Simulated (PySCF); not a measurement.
# LDA on Pd⁺ (palladium, charge +1)

Configuration: [Kr] 4d9, 2D determinant. All numbers are calculated (PySCF 2.14, scalar relativity through the core potential, in cc-pVTZ-PP with ECP28MDF (5s5p4d2f1g, 63 functions)).

```
Total energy                                                  : -126.8728 hartree
One-electron energy                                           : -219.4042 hartree
Hartree (Coulomb) energy                                      : 104.7252 hartree
Exchange-correlation energy                                   : -12.1938 hartree
⟨S²⟩                                                          : 0.7527
⟨L²⟩                                                          : 6.029
Sum of ⟨r⟩                                                    : 21.67 bohr
Sum of ⟨r²⟩                                                   : 33.59 bohr²
Traceless quadrupole moment −½Σ⟨3z² − r²⟩ along its main axis : -0.539 e·bohr²
Time after the integrals                                      : 0.48 s of wall time on 1 thread of Neoverse-V2 (shared host)
```

```csv
shell,electrons,mean orbital energy (hartree),spread (hartree),"rms radius, mean of both spins (bohr)"
4s α,1,-3.59563,0,1.01
4s β,1,-3.56652,0,1.01
4p α,3,-2.33117,0.04922,1.12
4p β,3,-2.30243,0.02375,1.12
4d α,5,-0.55711,0.05208,1.63
4d β,4,-0.53113,0.02342,1.63
```

Energies and moments cover only the electrons outside the core potential.
